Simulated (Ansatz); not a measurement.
AlH3O2Si (`[OH][Al]1[O][SiH2]1`). Charge 0, multiplicity 1.

Cartesian coordinates in Å:
```
O 1.379 -1.421 -1.536
Al 0.387 -0.495 -0.544
O 0.811 0.571 0.754
Si -0.855 0.795 0.851
H 1.084 -1.994 -2.241
H -1.481 0.362 2.131
H -1.325 2.183 0.585
```

Problem. List the harmonic frequencies (cm⁻¹, unscaled) at PBE0-D4/def2-TZVP in Ansatz. (Best estimate.)

Solution. Ansatz gave: 150, 173, 271, 414, 428, 560, 601, 643, 793, 830, 955, 993, 2197, 2205, 3974.

Problem. Is this a minimum?

Solution. Yes, all 15 modes are real.

Problem. Give the ideal-gas thermochemistry at 298.15 K and 1 bar (rigid rotor, harmonic oscillator; point group Cs, symmetry number 1).

Solution. Zero-point energy 90.8 kJ/mol; H(298) − E = 108.6 kJ/mol; entropy 314.7 J/(mol·K), of which translation 165.0, rotation 106.2, vibration 43.5; G(298) − E = 14.8 kJ/mol.
